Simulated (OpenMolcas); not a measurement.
An OpenMolcas run meant for Ge III (ANO-R1, X2C; inactive shells 1s 2s 2p 3s 3p 3d; intended active space 2 electrons in 4 orbitals (4s 4p)). One step of its input:

```
&CASPT2
Multistate=3 1 2 3
Frozen=3 6
IPEA=0.25
Imaginary=5.0
MaxIter=60
WThr=0.0 0.3 0.05
PrWF=0.5
NoMix
```

The run finished. Its levels beside those of a sound run (SS-CASPT2, IPEA 0.25 Eh, imaginary shift 0.1 Eh (closed shells correlated: 3d)), in cm-1 above each run's lowest level:

```
      Level  This run  Usual run
    4s2 1S0       0.0        0.0
4s 4p 3P* 0     59194      59133
4s 4p 3P* 1     59947      59883
4s 4p 3P* 2     61524      61464
4s 4p 1P* 1     96948      92535
    4p2 3P0    143803     143359
    4p2 3P1    144673     144252
    4p2 3P2    146055     145404
    4p2 1D2    155914     148903
    4p2 1S0    176860     171384
```

Which setting is unsound, and how much does it matter here?

The level shift is far above the usual 0.1 to 0.3 hartree and damps the second-order energy. Against the sound run the excited levels shown move by 2100 cm-1 on average and by 7000 cm-1 at most.

The ¹D term of p² mixes with s d, which this space lacks. Some levels mix across a computed gap that differs much from the measured one, so their mixing is not that of the real levels (holds for the sound run). Levels of configurations outside the active space are missing.

* marks odd parity.
